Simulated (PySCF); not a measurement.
Structure revision by computed shifts

A compound C4HF5 gives the data below (simulated from a calculation) and was assigned the structure `FC(F)(F)C1=CC1(F)F`.

¹³C{¹H} NMR (computed): δ 150.0 (C), 143.2 (C), 121.9 (C), 95.7 (CH).

¹H NMR (600 MHz, computed): δ 5.65 (m, 1H).

- σ from GIAO-PBE0/pcSseg-1
- geometry from GFN2-xTB
- program: PySCF 2.14.0 with density-fitted response routines
- a single conformation, non-relativistic, gas phase

Chemical shifts δ = σref − σ; ¹H (31.72 ppm) and ¹³C (186.93 ppm) against TMS, all at this level.

Problem. Compare with the shifts computed for the proposed structure, pairing carbons in order of shift.

Solution. Numbering as in the mapped SMILES `[F:1][C:2]([F:3])([F:4])[C:5]1=[CH:6][C:7]1([F:8])[F:9]`; H(Xn) means a hydrogen on atom n.

```
atom  computed for proposal  given list  difference
  C5                  142.1       150.0        -7.9
  C6                  139.8       143.2        -3.4
  C2                  127.8       121.9        +5.9
  C7                  104.2        95.7        +8.5
```

The rms difference is 6.7 ppm and the largest +8.5 ppm at C7 (three-membered-ring carbon). The carbon types in order of shift don't match either: C, CH, C, C for the proposal against C, C, C, CH in the data. The proposal doesn't fit.

Problem. Which isomer fits?

Solution. SMILES F[C@@H]1C(F)=C(F)C1(F)F.

- Carbon types of the structure: 3 × C, 1 × CH, which accounts for all hydrogens.
- δC 150.0, 143.2: fully substituted alkene carbon; an sp2 carbon of a C=C bond.
- δC 121.9: allylic fully substituted sp3 carbon bonded to 2 F; 2 electronegative neighbours deshield it.
- δC 95.7: allylic sp3 CH bonded to F; the inductive effect lowers its shielding.
- δH 5.65: hydrogen on an allylic sp3 CH bonded to F; its carbon carries F, which withdraws density.

Other isomers checked: FC1=C(C(F)(F)F)[C@H]1F (rms 18.5 ppm); FC1=C[C@@]1(F)C(F)(F)F (rms 19.1 ppm).

This is the structure that produced the data.

Splittings by ¹⁹F in the carbon and heteronuclear signals aren't shown, as no couplings were computed. Shifts are as computed. Against solution values, carbons near 30 ppm lie about +3 ppm off and those near 130 ppm about +5 ppm. Of 1309 compounds with measured shifts, 239 miss one by over three times the rms of a fit or turn the order of signals round; such compounds aren't used in these exercises.
